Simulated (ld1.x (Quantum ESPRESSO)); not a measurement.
## Before and after: TM potential for W

| Property | Result |
| --- | --- |
| Element | W (Z = 74) |
| Generator | ld1.x (Quantum ESPRESSO) 7.5 |
| Type | norm-conserving Troullier–Martins (Kleinman–Bylander form) |
| Functional | PBEsol |
| Relativity | scalar-relativistic |
| Frozen core | [Xe] |
| Valence charge | 20 |
| Reference configuration | 4f14 5d4 6s1.5 6p0.5 |
| Partial waves | 6p (bound): rc 3.95 bohr; 5d (bound): rc 1.75 bohr; 4f (bound): rc 1.00 bohr; 6s (bound): rc 2.50 bohr |
| Local potential | the s channel |
| Core correction | none |

All-electron outer shells of the reference configuration (PBEsol, scalar-relativistic, ld1.x):

```csv
shell,level (eV),outermost node (bohr),outermost maximum (bohr)
5s,-79.94,0.53,0.96
5p,-44.05,0.57,1.09
4f,-34.06,–,0.43
6s,-6.30,1.28,2.64
5d,-5.25,0.63,1.49
6p,-1.75,1.53,3.65
```

Change: wave 5d (bound): rc 1.75 bohr becomes 5d (bound): rc 2.54 bohr.

Cutoffs: the cutoffs (Ry, on a coarse ladder) from which the occupation-weighted sum of valence levels, in a spherical-Bessel basis at the reference potential, stays within 10 and 1 mRy of its value at 400 Ry; they do not see the model core or the augmentation charge, which bear on the density cutoff. Errors are all-electron minus pseudo energies relative to the spin-unpolarised reference configuration.

What does the change do?

Of the 7 tests that both files solve, the error grows in 0 and shrinks in 2 by more than 15 % and 0.3 meV (median size 11.9 → 11.1 meV); neither file shows a bound ghost at the reference potential, the only one tested.

| quantity | base | changed |
| --- | --- | --- |
| cutoff, loose | over 300 Ry | over 300 Ry |
| cutoff, tight | over 300 Ry | over 300 Ry |
| bound ghosts | none | none |
| error for 4f14 5d4 6s2 6p0, meV [ΔE -2.24 eV] | +0.7 | +0.8 |
| error for 4f14 5d4 6s1 6p0, meV [ΔE 6.69 eV] | -6.9 | -6.4 |
| error for 4f14 5d4 6s0 6p0, meV [ΔE 22.38 eV] | -10 | -7.4 |
| error for 4f13 5d5 6s1 6p0, meV [ΔE 39.62 eV] | -1896 | -1994 |
| error for 4f14 5d4.5 6s1.5 6p0, meV [ΔE -1.54 eV] | -12 | -11 |
| error for 4f14 5d5 6s1 6p0, meV [ΔE -0.70 eV] | -41 | -38 |
| error for 4f14 5d3 6s2 6p1, meV [ΔE 1.83 eV] | -46 | -39 |
| s: phases at 4.33 bohr within 0.05 rad from the reference energy up to (Ry; the scan ends near 5) | 0.7 | 0.7 |
| p: phases at 4.33 bohr within 0.05 rad from the reference energy up to (Ry; the scan ends near 5) | 1.1 | 1.1 |
| d: phases at 4.33 bohr within 0.05 rad from the reference energy up to (Ry; the scan ends near 5) | 0.4 | 0.4 |
| f: phases at 4.33 bohr within 0.05 rad from the reference energy up to (Ry; the scan ends near 5) | 0.4 | 0.4 |

Base: These tests converged, but a pseudo level misses the all-electron one widely, so the file describes the atom poorly there or has found another state: 4f13 5d5 6s1 6p0: 4f by 4.6 eV. Changed file: These tests converged, but a pseudo level misses the all-electron one widely, so the file describes the atom poorly there or has found another state: 4f13 5d5 6s1 6p0: 4f by 4.7 eV.
